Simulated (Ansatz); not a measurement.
`[SiH3][CH2][GaH2]` + CH₃OH → `CO[CH2][GaH2]` + SiH₄ at 500 K and 1 bar (substitution at a C–Si bond).

Calculated with Ansatz (gas phase, PBE0-D4/def2-TZVP geometries, no zero-point term in ΔE). CBS: MP2 limit from def2 TZ/QZ plus the TZ coupled-cluster correction, frozen cores. This one scheme is used for every species. For Ga outer-core shells are correlated without core-valence functions, which leaves a few kJ/mol of doubt a bond. Scalar relativity is left out up to krypton. One conformer a species, not always the lowest.

| species | CCSD(T)/CBS energy (Eh) | H − E (kJ/mol) | S (J/(mol·K)) |
| --- | --- | --- | --- |
| `[SiH3][CH2][GaH2]` | -2255.26496 | 212.8 | 399.6 |
| CH₃OH | -115.61712 | 157.0 | 265.4 |
| `CO[CH2][GaH2]` | -2079.37706 | 260.3 | 415.5 |
| SiH₄ | -291.46306 | 102.4 | 230.9 |

H − E and S are ideal-gas, rigid-rotor, harmonic terms from PBE0-D4/def2-TZVP, for one conformer and one mirror image of each species. 1 Eh = 2625.50 kJ/mol, R = 8.31446 J/(mol·K).

By hand: ΔE, ΔH, ΔS and ΔG.

ΔE = (-2079.37706) + (-291.46306) − (-2255.26496) − (-115.61712) = 0.04196 Eh = 110.2 kJ/mol. Δ(H − E) = 260.3 + 102.4 − 212.8 − 157.0 = -7.1, so ΔH = 103.1 kJ/mol. ΔS = 415.5 + 230.9 − 399.6 − 265.4 = -18.6 J/(mol·K). ΔG = 103.1 − 500 × (-18.6)/1000 = 112.4 kJ/mol.

By hand: the equilibrium constant, and the temperature at which ΔG would vanish if ΔH and ΔS stayed fixed.

log₁₀ K = −ΔG/(RT ln 10) = -11.7. ΔH and −TΔS have one sign here, so there is no such temperature.

ΔH outweighs TΔS. A doubt of 5 kJ/mol in ΔE shifts log₁₀ K by 0.5 here. Other conformers and mirror images would add mixing entropy, several J/(mol·K) or more a flexible species. Modes under 60 cm⁻¹, often nearly free rotors, make the harmonic entropy too high. These are equilibria of isolated gas molecules and say nothing of rates. Largest T1 diagnostic: 0.012 (customary marks: 0.02 for closed shells, 0.045 for open ones).
